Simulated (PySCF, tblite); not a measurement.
Isomers of C4H14OSSi2. All values are computed: GFN2-xTB (tblite) harmonic vibrations without scaling, gas phase. Errors from tens to a few hundred cm⁻¹ against measured bands are possible. Modes of hydrogen on silicon can be 10 to 20 % off. One conformer each.

Electronic energies: PBE0/pcSseg-1 single points on the GFN2-xTB geometries (PySCF, gas phase).

| SMILES | electronic energy, lowest = 0 (kcal/mol) |
| --- | --- |
| CC[Si@@H](O)SC[SiH2]C | 3.8 |
| CC[Si@@](O)(C[SiH3])SC | 0.0 |
| C[S@@](=O)CCC([SiH3])[SiH3] | 101.4 |

Question: How do GFN2-xTB zero-point energies change the relative energies?

Answer: 
```
                     SMILES  ZPE (kcal/mol)  of it from modes above 1550 cm⁻¹  electronic (kcal/mol)  with ZPE, lowest = 0 (kcal/mol)  lowest mode (cm⁻¹)  rings
     CC[Si@@](O)(C[SiH3])SC           105.9                              58.0                    0.0                              0.0                  33      0
      CC[Si@@H](O)SC[SiH2]C           106.1                              58.0                    3.8                              3.9                   7      0
C[S@@](=O)CCC([SiH3])[SiH3]           101.7                              53.6                  101.4                             97.2                  20      0
```

The zero-point energies span 4.4 kcal/mol, from `C[S@@](=O)CCC([SiH3])[SiH3]` to `CC[Si@@H](O)SC[SiH2]C`. The order is unchanged.

Question: And how do the electronic energies of GFN2-xTB itself compare?

Answer: `CC[Si@@](O)(C[SiH3])SC` 2.1; `CC[Si@@H](O)SC[SiH2]C` 0.0; `C[S@@](=O)CCC([SiH3])[SiH3]` 54.1 kcal/mol, lowest = 0. Against the energies above, taken from the same isomer `CC[Si@@](O)(C[SiH3])SC`, the largest difference is 49.4 kcal/mol.
